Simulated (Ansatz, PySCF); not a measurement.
# From computed data to an observable: transport gap, exciton binding and injection barriers

cycl[3.3.3]borane (C₁₂H₉B), SMILES C1=CC2=CC=CC3=CC=CC(=C1)B23.

Geometry optimised at B3LYP-D3(BJ)/def2-SVP.

Gas-phase, vertical values: ionisation energy 7.24 eV and electron affinity 1.94 eV from ΔSCF with PBE/def2-SVPD (Ansatz, a quantum-chemistry and plane-wave program); S1 1.00 eV and T1 0.84 eV from TDA-PBE/def2-SVP (PySCF). Assume, for the exercise, a film of permittivity 3.0, a cavity radius of 6.0 Å and electrodes of work function 5.0 eV (anode) and 2.9 eV (cathode), with aligned vacuum levels.

**Question.** Work out the fundamental gap and exciton binding energy in the gas phase, the levels in the film by Born's model, the injection barriers and the thermal weight of S1 against T1 at 298 K.

**Answer.** 
Fundamental gap IE − EA = 5.30 eV; exciton binding = gap − S1 = 4.30 eV.
Born polarisation P = (14.3996 eV Å / 2r)(1 − 1/ε) = 0.80 eV. Film: IE = 6.44 eV, EA = 2.74 eV, transport gap 3.70 eV; with S1 unchanged the binding falls to 2.70 eV.
Hole barrier IE − Φ(anode) = 1.44 eV; electron barrier Φ(cathode) − EA = 0.16 eV (a negative value means no barrier, and the level would pin).
ΔE(ST) = S1 − T1 = 0.16 eV, and the triplet has three sublevels, so the ratio S1/T1 is (1/3) exp(−ΔE/kT) = 0.00066 with kT = 0.02569 eV: small enough a gap for thermal return to the singlet. All inputs carry the errors of their functional, and relaxed states would shift them.
